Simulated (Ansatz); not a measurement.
Reaction (cleavage of the Ge–Sn bond): `[Cl][SnH2][GeH3]` + HI → `[GeH3][I]` + `[Cl][SnH3]`

Program: Ansatz. Geometries: PBE0-D4/def2-TZVP. ΔE: electronic, gas phase. CCSD(T)/CBS is the MP2 limit (def2-TZVPP, def2-QZVPP) plus CCSD(T) − MP2 in def2-TZVPP, frozen cores. DFT in def2-TZVPP. B3LYP here is the variant with VWN-RPA as its local correlation; programs differ in this. HSE06 is defined as in plane-wave codes. Elements past krypton have def2 core potentials. For Ge, I, Sn outer-core shells are correlated without core-valence functions, which leaves a few kJ/mol of doubt a bond. Scalar relativity is left out up to krypton.

| level | ΔE (kcal/mol) | difference from CCSD(T)/CBS |
| --- | --- | --- |
| LDA (SPW92) | -5.7 | 1.4 |
| PBE-D4 | -6.4 | 0.7 |
| revPBE-D4 | -6.7 | 0.4 |
| BLYP-D4 | -6.3 | 0.8 |
| r2SCAN-D4 | -7.9 | -0.8 |
| B97M-V | -9.5 | -2.4 |
| PBE0-D4 | -7.6 | -0.5 |
| B3LYP-D4 | -7.3 | -0.2 |
| r2SCANh-D4 | -8.1 | -1.0 |
| r2SCAN0-D4 | -8.5 | -1.4 |
| BHLYP-D4 | -8.8 | -1.7 |
| CAM-B3LYP-D4 | -7.7 | -0.6 |
| ωB97X-V | -8.7 | -1.6 |
| ωB97M-V | -8.2 | -1.1 |
| B2PLYP | -8.2 | -1.1 |
| PBE-QIDH | -8.8 | -1.7 |
| PBE | -6.8 | 0.3 |
| revPBE | -7.3 | -0.2 |
| BLYP | -6.9 | 0.2 |
| r2SCAN | -8.0 | -0.9 |
| PBE0 | -8.0 | -0.9 |
| r2SCANh | -8.3 | -1.2 |
| r2SCAN0 | -8.7 | -1.6 |
| HSE06 | -8.1 | -1.0 |
| BHLYP | -9.4 | -2.3 |
| LC-ωPBE | -8.5 | -1.4 |
| RPA@PBE/def2-TZVPP | -7.3 | -0.2 |
| HF/def2-SVP | -11.6 | -4.5 |
| MP2/def2-SVP | -8.8 | -1.7 |
| CCSD/def2-SVP | -7.7 | -0.6 |
| CCSD(T)/def2-SVP | -7.4 | -0.3 |
| HF/def2-TZVPP | -12.4 | -5.3 |
| SCS-MP2/def2-TZVPP | -8.9 | -1.8 |
| CCSD/def2-TZVPP | -7.8 | -0.7 |
| CCSD(T)/def2-TZVPP | -7.5 | -0.4 |
| HF/def2-QZVPP | -12.5 | -5.4 |
| MP2/def2-QZVPP | -8.1 | -1.0 |
| SCS-MP2/def2-QZVPP | -8.7 | -1.6 |
| MP2/CBS(def2) | -7.9 | -0.8 |
| CCSD/CBS(def2) | -7.3 | -0.2 |
| CCSD(T)/CBS | -7.1 | 0 |

(1) What do rigid-rotor, harmonic-oscillator terms from PBE0-D4/def2-TZVP frequencies (298.15 K, 1 bar) make of the CCSD(T)/CBS value? (An estimate is asked.)

Largest T1 diagnostic among the species: 0.012.

## Answers

(1) Computed: ΔZPE = +1.1 kcal/mol, ΔH = -6.8 kcal/mol, ΔS = -12 J/(mol·K), ΔG = -6.0 kcal/mol.

In def2-TZVPP, CCSD(T) changes the Hartree–Fock value by +4.9 kcal/mol (the triples alone add +0.3 kcal/mol) and MP2 by +4.0 kcal/mol. Leaving LDA and LC-ωPBE aside and taking each functional with its dispersion term where it has one, the values spread over 3.2 kcal/mol, from B97M-V to BLYP-D4. LDA lies +1.1 kcal/mol from PBE without D4. From BLYP to BHLYP (50 % exact exchange), in def2-TZVPP and without D4, ΔE moves by −2.5 kcal/mol.
